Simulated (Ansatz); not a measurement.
System: sum formula AlN2H4Br (charge 0, singlet). 
Structure (B3LYP-D3(BJ)/def2-TZVP (Ansatz, a quantum-chemistry and plane-wave program) minimum search):
```
Al
N 1 1.7611
H 2 1.0072 1 125.73
H 2 1.0072 3 110.63 1 -180.00
N 1 1.7611 2 123.37 3 0.00
H 5 1.0072 1 125.73 2 0.00
H 5 1.0072 6 110.63 1 180.00
Br 1 2.2672 2 118.31 3 -180.00
```
Charge 0, spin multiplicity 1.

Dipole moments at this geometry, in debye (magnitudes).

```csv
level,program,dipole (D)
revPBE/def2-TZVPD,Ansatz,2.45
B3LYP/def2-TZVPD,Ansatz,2.48
PBE0/def2-TZVPD,Ansatz,2.49
BHLYP/def2-TZVPD,Ansatz,2.52
r2SCANh/def2-TZVPD,Ansatz,2.52
r2SCAN0/def2-TZVPD,Ansatz,2.53
CAM-B3LYP/def2-TZVPD,Ansatz,2.53
wB97X-V/def2-TZVPD,Ansatz,2.54
CCSD(T)/def2-SVPD,Ansatz,?
```

Complete the blanks.


- CCSD(T)/def2-SVPD, dipole (D): 2.50
